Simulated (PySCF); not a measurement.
HO2Si, SMILES O=[Si]=[OH+], charge +1. The structure is a stationary point at PBE-D3(BJ)/def2-TZVP. The isomer is the one that the SMILES or the coordinates give; other isomers of the formula were not compared.

Question: Give the equilibrium geometry at PBE-D3(BJ)/def2-TZVP (PySCF confirms it by a frequency run) as Cartesian coordinates in Å, and its point group. (An estimate is asked for; the answer gives what the named calculation found.)

Answer: point group Cs.
```xyz
4

O     -0.0116    -1.5952     0.0000
Si     0.0313    -0.0857     0.0000
O     -0.1112     1.4699     0.0000
H      0.5440     2.2013     0.0000
```
Charge +1, spin multiplicity 1.
